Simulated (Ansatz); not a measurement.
`N[Si]N` and `[NH2][Ge][NH2]` differ in one element.

Ansatz, PBE0-D4/def2-TZVP geometries, multiplicity 1. Each molecule was computed in one conformer, which needn't be the lowest.

Scalar relativity is left out up to krypton.

```
                                          property  `N[Si]N`
               LUMO energy (B3LYP/def2-TZVPP) / eV     -0.45
              HOMO–LUMO gap (PBE0/def2-TZVPP) / eV      6.07
    zero-point energy (PBE0-D4/def2-TZVP) / kJ/mol     137.3
               HOMO–LUMO gap (PBE/def2-TZVPP) / eV      4.18
                 HOMO energy (PBE/def2-TZVPP) / eV     -5.25
size of the dipole moment (ωB97M-V/def2-TZVPP) / D      2.10
```

Q: What does the change do to each property? (An estimate is asked.)

A: Computed: 
```json
{"property": "LUMO energy (B3LYP/def2-TZVPP) / eV", "`[NH2][Ge][NH2]`": "-0.81", "shift": "-0.36"}
{"property": "HOMO–LUMO gap (PBE0/def2-TZVPP) / eV", "`[NH2][Ge][NH2]`": "6.22", "shift": "0.15"}
{"property": "zero-point energy (PBE0-D4/def2-TZVP) / kJ/mol", "`[NH2][Ge][NH2]`": "133.0", "shift": "-4.3"}
{"property": "HOMO–LUMO gap (PBE/def2-TZVPP) / eV", "`[NH2][Ge][NH2]`": "4.22", "shift": "0.04"}
{"property": "HOMO energy (PBE/def2-TZVPP) / eV", "`[NH2][Ge][NH2]`": "-5.57", "shift": "-0.32"}
{"property": "size of the dipole moment (ωB97M-V/def2-TZVPP) / D", "`[NH2][Ge][NH2]`": "1.32", "shift": "-0.78"}
```

With PBE0 the HOMO falls by 0.47 eV and the LUMO falls by 0.33 eV, so the gap widens by about 0.14 eV. PBE moves the HOMO by -0.32 eV and ωB97M-V by -0.54 eV. Dipoles are sizes alone; their direction can turn.

B3LYP here is the variant with VWN-RPA as its local correlation; programs differ in this.
